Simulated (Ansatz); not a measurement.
Coupled-cluster diagnostics for the cluster Cu2Cl2⁻, Ansatz.

Geometry of the doublet (r2SCAN-D4/def2-SVPD):

Cartesian coordinates in Å:
```
Cu 1.034 -0.512 -0.067
Cu -1.022 0.524 0.073
Cl 2.578 -1.529 -1.178
Cl -2.590 1.516 1.172
```

Correlated methods freeze 28 core orbitals. Another isomer (doublet) lies 0.16 eV lower at PBE0-D4/def2-TZVPD; other spin states weren't run for this one.

Task: Estimate the CCSD(T) correlation energy, the shares of MP2 and (T), T1 and the reference's ⟨S²⟩ for: charge -1, doublet, own geometry in def2-SVPD; and the rough time on 4 threads of Intel Xeon on a shared host.

Result: 
| state | basis | correlation (eV) | MP2 share (%) | (T) share (%) | T1 | ⟨S²⟩ (pure) | wall time |
| --- | --- | --- | --- | --- | --- | --- | --- |
| charge -1, doublet, own geometry | def2-SVPD | -25.104 | 101.3 | 4.2 | 0.036 | 0.76 (0.75) | 56 s |
Customary marks for T1 are 0.02 (closed shells), 0.045 (open shells) and about 0.05 (3d metals). T1 exceeds 0.02 in 1 of 1 rows and 0.045 in 0; the higher it lies, the less the single-reference result can be trusted.
